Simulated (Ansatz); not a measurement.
Reactions of `[Br][Al]1[CH2][S]1`.

Computed with Ansatz on PBE0-D4/def2-TZVP structures; ΔE is electronic, products minus reactants. CCSD(T)/CBS is the MP2 limit (def2-TZVPP, def2-QZVPP) plus CCSD(T) − MP2 in def2-TZVPP, frozen cores. This one scheme is used for every species, atoms too. Functionals use def2-TZVPP. No spin–orbit coupling; open shells (•) take unrestricted orbitals. Spin–orbit coupling would lower the free atoms: a little for Al, C, S; clearly for Br. For Br outer-core shells are correlated without core-valence functions, so the limit isn't a true one: a few kJ/mol of doubt a bond, and 10 to 20 or more in all where bonds break to atoms. Scalar relativity is left out up to krypton.

```csv
reaction,PBE0-D4 (kJ/mol),B97M-V (kJ/mol),CCSD(T)/CBS(def2) (kJ/mol)
`[Br][Al]1[CH2][S]1` + H₂ → `[CH2]1[AlH][S]1` + HBr,130,120,134
`[Br][Al]1[CH2][S]1` → Al• + Br• + C• + 2 H• + S•,1983,1999,1978
`[Br][Al]1[CH2][S]1` + HCl → `[Cl][Al]1[CH2][S]1` + HBr,3,-3,3
`[Br][Al]1[CH2][S]1` + CH₄ → `[CH3][Al]1[CH2][S]1` + HBr,149,152,153
```

Largest T1 diagnostic: 0.018, for Al•.
